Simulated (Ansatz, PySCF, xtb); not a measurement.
Ligand exchange on a metal centre used in film growth or etching (Ta Cl-OH). Isolated molecules, 0 K electronic values unless said otherwise. One relaxed conformer stands for each flexible species; it need not be the lowest.

Quantity: redistribution energy (mixed species minus the weighted end members), in kJ/mol.

Level 1: frozen-core CCSD(T)/def2-TZVPP // BP86-D3(BJ)/def2-SVP (Ansatz, an electronic-structure program)
Level 2: PBE-D3(BJ)/def2-TZVP // BP86-D3(BJ)/def2-SVP (PySCF)
Level 3: B3LYP/6-31G* (LANL2DZ on Ta) // BP86-D3(BJ)/def2-SVP (PySCF)
Level 4: GFN2-xTB (xtb)

```tsv
species	level 2	level 3	level 4
1 of 5 Cl replaced by OH: [Ta(Cl)4(OH)]	-6.81	-9.69	-56.4
3 of 5 Cl replaced by OH: [Ta(Cl)2(OH)3]	-26.36	-38.41	-68.8
2 of 5 Cl replaced by OH: [Ta(Cl)3(OH)2]	-19.25	-24.11	-74.0
```

What does level 1 give for each?


- 1 of 5 Cl replaced by OH: [Ta(Cl)4(OH)]: -8.74
- 3 of 5 Cl replaced by OH: [Ta(Cl)2(OH)3]: -25.21
- 2 of 5 Cl replaced by OH: [Ta(Cl)3(OH)2]: -21.96
